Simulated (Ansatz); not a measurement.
`CN(C)c1ccc(/C=C/c2ccc(/C=C/c3ccc(/C=C/c4ccc(/C=C/c5ccc(/C=C/c6ccc(/C=C/C#N)cc6)cc5)cc4)cc3)cc2)cc1`. Total charge 0; singlet. Geometry PBE-D4/def2-SVP.

```xyz
95

C    -4.522   -6.933   17.872
N    -3.233   -7.016   17.216
C    -2.129   -7.686   17.873
C    -3.059   -6.457   15.965
C    -1.806   -6.530   15.286
C    -1.636   -5.969   14.024
C    -2.689   -5.299   13.349
C    -2.558   -4.703   12.029
C    -1.451   -4.694   11.228
C    -1.337   -4.103    9.903
C    -2.394   -3.405    9.255
C    -2.239   -2.867    7.982
C    -1.016   -2.990    7.267
C    -0.805   -2.456    5.930
C    -1.709   -1.783    5.157
C    -1.494   -1.261    3.816
C    -0.266   -1.386    3.109
C    -0.110   -0.873    1.827
C    -1.171   -0.200    1.161
C    -1.059    0.355   -0.179
C     0.033    0.317   -0.998
C     0.143    0.879   -2.336
C     1.366    0.743   -3.047
C     1.536    1.265   -4.326
C     0.486    1.962   -4.978
C     0.603    2.543   -6.307
C     1.699    2.516   -7.123
C     1.818    3.117   -8.443
C     0.771    3.832   -9.083
C     0.953    4.400  -10.341
C     2.185    4.293  -11.041
C     2.316    4.928  -12.344
C     3.426    4.952  -13.140
C     3.556    5.607  -14.433
C     2.496    6.315  -15.066
C     2.673    6.937  -16.296
C     3.921    6.890  -16.973
C     4.162    7.531  -18.257
C     3.273    8.269  -18.986
C     3.604    8.861  -20.235
N     3.859    9.360  -21.270
C     4.976    6.179  -16.349
C     4.798    5.556  -15.115
C     3.228    3.571  -10.407
C     3.047    3.003   -9.149
C    -0.739    2.095   -4.269
C    -0.909    1.572   -2.990
C    -2.395   -0.074    1.866
C    -2.552   -0.589    3.152
C     0.040   -3.679    7.915
C    -0.115   -4.218    9.191
C    -3.929   -5.229   14.032
C    -4.121   -5.785   15.295
H    -5.328   -7.419   17.276
H    -4.470   -7.445   18.851
H    -4.834   -5.879   18.056
H    -2.460   -8.054   18.861
H    -1.263   -7.006   18.038
H    -1.760   -8.561   17.291
H    -0.953   -7.036   15.755
H    -0.648   -6.052   13.546
H    -3.476   -4.216   11.657
H    -0.534   -5.188   11.591
H    -3.360   -3.283    9.768
H    -3.087   -2.335    7.524
H     0.204   -2.636    5.521
H    -2.720   -1.606    5.562
H     0.585   -1.899    3.582
H     0.860   -0.993    1.322
H    -1.973    0.854   -0.545
H     0.946   -0.184   -0.634
H     2.201    0.208   -2.566
H     2.504    1.135   -4.832
H    -0.304    3.061   -6.663
H     2.607    2.000   -6.770
H    -0.201    3.946   -8.582
H     0.123    4.952  -10.810
H     1.407    5.445  -12.695
H     4.339    4.439  -12.790
H     1.513    6.376  -14.576
H     1.825    7.473  -16.747
H     5.177    7.403  -18.670
H     2.242    8.439  -18.630
H     5.954    6.124  -16.853
H     5.638    5.014  -14.652
H     4.200    3.455  -10.909
H     3.876    2.449   -8.680
H    -1.573    2.631   -4.750
H    -1.876    1.704   -2.484
H    -3.238    0.443    1.380
H    -3.517   -0.474    3.671
H     1.003   -3.790    7.391
H     0.726   -4.750    9.663
H    -4.773   -4.715   13.545
H    -5.107   -5.696   15.768
```

Single mean-field runs in def2-SVP are fitted with def2-universal-jkfit.

Q: Estimate the orbital energies around the gap (eV) in Ansatz with PBE-D4/def2-SVP, r2SCAN-D4/def2-SVP, PBE0-D4/def2-SVP.

A: 
| orbital | PBE-D4/def2-SVP | r2SCAN-D4/def2-SVP | PBE0-D4/def2-SVP |
| --- | --- | --- | --- |
| HOMO−9 | -6.43 | -6.69 | -7.50 |
| HOMO−8 | -6.33 | -6.59 | -7.40 |
| HOMO−7 | -6.29 | -6.55 | -7.37 |
| HOMO−6 | -6.23 | -6.49 | -7.27 |
| HOMO−5 | -6.21 | -6.46 | -7.27 |
| HOMO−4 | -5.95 | -6.18 | -6.94 |
| HOMO−3 | -5.56 | -5.77 | -6.47 |
| HOMO−2 | -5.16 | -5.35 | -5.99 |
| HOMO−1 | -4.78 | -4.94 | -5.53 |
| HOMO | -4.33 | -4.48 | -5.05 |
| LUMO | -3.25 | -3.28 | -2.71 |
| LUMO+1 | -2.82 | -2.82 | -2.23 |
| LUMO+2 | -2.40 | -2.38 | -1.73 |
| LUMO+3 | -1.96 | -1.91 | -1.21 |
| LUMO+4 | -1.58 | -1.50 | -0.75 |
| LUMO+5 | -1.41 | -1.32 | -0.55 |
